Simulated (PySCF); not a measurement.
A PySCF script (with the pyscf-properties extension) for the NMR shieldings of SMILES C[SiH2]S[SiH2][SiH3], CH$_{10}$SSi$_{3}$, on a GFN2-xTB geometry:

```python
import basis_set_exchange as bse
import numpy as np
from pyscf import gto, dft
from pyscf.prop import nmr

atoms = """
C     3.163177   -0.159244    0.247545
Si    1.401706    0.421324   -0.102232
S     0.218753   -0.188186    1.581922
Si   -1.777261    0.504552    1.121027
Si   -2.745780   -0.725602   -0.579011
H     3.546503    0.280463    1.163910
H     3.828773    0.118790   -0.563816
H     3.202951   -1.238888    0.360577
H     1.307860    1.875249   -0.217002
H     0.840653   -0.205657   -1.298671
H    -1.629328    1.934296    0.835382
H    -2.402943    0.389144    2.434382
H    -2.917238   -2.140823   -0.244212
H    -1.969747   -0.674089   -1.823503
H    -4.072491   -0.183339   -0.880658
"""
names = dict.fromkeys(["C", "Si", "S", "H"], "pcSseg-1")
basis = {el: gto.basis.parse(bse.get_basis(n, elements=[el], fmt="nwchem")) for el, n in names.items()}
mol = gto.M(atom=atoms, basis=basis, charge=0, verbose=0)
mf = dft.RKS(mol, xc="PBE0")
mf.grids.level = 2
mf.grids.alignment = dft.numint.BLKSIZE   # the property module wants whole blocks of grid points
mf.conv_tol = 1e-9
mf.kernel()

calc = nmr.RKS(mf)   # GIAO
C = mf.mo_coeff
Co = C[:, mf.mo_occ > 0]
resp = mf.gen_response(singlet=True, hermi=2)
def vind(x):   # induced exchange potential for any number of trial vectors
    d = np.einsum("pi,xij,qj->xpq", C, 2 * x.reshape(-1, C.shape[1], Co.shape[1]), Co, optimize=True)
    return np.einsum("xpq,pi,qj->xij", resp(d - d.transpose(0, 2, 1)), C, Co, optimize=True).ravel()
mo1, _ = nmr.rhf.solve_mo1(calc, with_cphf=vind)
sigma = calc.kernel(mo1)
for i, s in enumerate(sigma):   # ppm
    print("%2d %-2s %9.2f" % (i, mol.atom_pure_symbol(i), np.trace(s) / 3))
```

Task: Give the expected output.

Result: 
```
 0 C     190.52
 1 Si    376.01
 2 S     832.64
 3 Si    405.44
 4 Si    469.72
 5 H      31.11
 6 H      31.40
 7 H      31.15
 8 H      26.89
 9 H      26.81
10 H      26.80
11 H      26.78
12 H      28.26
13 H      28.03
14 H      28.38
```

These numbers come from an equivalent density-fitted implementation of the same equations, which agrees with the script to about 0.01 ppm for H and up to a few tenths of a ppm for heavy atoms, so last digits may differ.

Task: Turn these shieldings into chemical shifts. δ = σ(ref) − σ, references computed at the same level: TMS for $^{13}$C (σref 186.93), $^{29}$Si (σref 349.16), $^{1}$H (σref 31.72); CS2 for $^{33}$S (σref 503.73).

Result: Averaging equivalent atoms: C 0: -3.6; Si 1: -26.9; Si 3: -56.3; Si 4: -120.6; S 2: -329; H 10/11: 4.93; H 8/9: 4.87; H 12/13/14: 3.49; H 5/6/7: 0.50 ppm. 

Size and cost of the density-fitted run: 163 basis functions, 36 s wall time on 1 thread of an Arm Neoverse N1, shared host; peak memory 0.92 GiB.
